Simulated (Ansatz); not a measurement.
Job for Ansatz (a first-principles code): U-wB97X-V/def2-TZVPP on AlH2I (SMILES [AlH2][I]), a point of a bond scan (R = 2.734 Å). Elements past Kr take the def2 small-core potentials; no spin–orbit coupling.

Ansatz 0.2 input:
```yaml
crystal:
  periodic: [false, false, false]
  atoms:
    - {symbol: Al, position_ang: [-1.02948799, -1.59301317, 0.26750098]}
    - {symbol: H, position_ang: [-0.51932809, -2.62382129, 1.33718988]}
    - {symbol: H, position_ang: [-2.32698290, -1.78051460, -0.59760769]}
    - {symbol: I, position_ang: [0.43979069, 0.68052505, -0.11427471]}
basis:
  gaussian:
    orbitals: def2-TZVPP
hamiltonian:
  xc: {name: wB97X-V}
magnetization: {spin_polarized: true, initial_magnetization: 0}
```

It printed:

```
WARN ansatz: RAYON_NUM_THREADS=1 ignored (pool sized by the plan → 1); use --threads N
Functional definition: wB97X-V
integrals: 0.06 GiB planned
795 factors; their error is unknown
integrals: 0.09 GiB planned
178 factors; integrals over basis functions are off by at most 7.8e-5 eV
mean field: 0.69 GiB planned
mean field evaluation 1: about -14729.3505 eV, gradient 8.6e0 eV
mean field evaluation 2: about -14729.8110 eV, gradient 6.5e0 eV
mean field evaluation 4: about -14729.9782 eV, gradient 3.9e-1 eV
mean field evaluation 8: about -14730.1685 eV, gradient 3.3e-1 eV
mean field evaluation 16: about -14730.1686 eV, gradient 3.8e-5 eV
mean field -14730.16860392 eV, -541.3237117271 hartree, gradient 3.8e-5 eV, S^2 0.000000; 0 other end points of the search recorded, 0 dependent functions left out
reference -14730.16860211 eV, -541.3237116605 hartree; 20, 20 occupied and 100, 100 virtual orbitals, 795 factors
Total energy: -14730.16860211 eV, -541.3237116605 hartree
```

The calculation finished and met its thresholds.

Cost: around 7 core-seconds (rough).
